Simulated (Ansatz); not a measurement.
Total energies of CH$_{4}$BFOSi (`O=CB(F)[SiH3]`).

Z-matrix (Å, degrees):
```
Si
B 1 2.035
H 1 1.487 2 109.4
H 1 1.488 2 109.1 3 -118.9
H 1 1.487 2 111.2 3 120.7
C 2 1.610 1 121.0 3 56.9
F 2 1.321 1 122.8 3 -123.6
O 6 1.209 2 120.5 1 2.9
H 6 1.116 2 119.9 1 -177.4
```

The species carries charge 0 and has multiplicity 1. The geometry is a stationary point of PBE0-D4/def2-TZVP. It is one conformer, not always the lowest. Basis def2-TZVPP, the Gaussian-basis code of Ansatz.

RPA on PBE orbitals: Hartree–Fock energy of these orbitals -528.17909 Eh, correlation -1.38443 Eh (frozen core).

```tsv
functional	energy without D4 (Eh)	D4 term (kJ/mol)
LDA (SPW92)	-527.04277	–
PBE	-529.61810	-16.1
revPBE	-529.90092	-48.7
r2SCAN	-529.88876	-4.0
B97M-V	-529.91498	–
B3LYP	-530.06859	-26.0
r2SCANh	-529.87363	-4.2
r2SCAN0	-529.85225	-4.7
HSE06 (plane-wave form)	-529.63452	-12.7
CAM-B3LYP	-529.96019	-13.8
ωB97X-V	-529.91605	–
ωB97M-V	-529.93888	–
B2PLYP	-529.75691	–
PBE-QIDH	-529.53223	–
```

Question: Give the same for BLYP, PBE0, BHLYP, LC-ωPBE. (An estimate is asked.)

Answer: Ansatz gave: 
```tsv
functional	energy without D4 (Eh)	D4 term (kJ/mol)
BLYP	-529.99144	-35.4
PBE0	-529.65257	-13.6
BHLYP	-529.92991	-19.8
LC-ωPBE	-529.79414	–
```

B3LYP takes the VWN-RPA correlation (the form of Gaussian; ORCA's B3LYP/G). HSE06 is the plane-wave form, built on full-range PBE exchange. The double hybrids freeze the cores in their second-order part.

LC-ωPBE has ω = 0.4 bohr⁻¹.
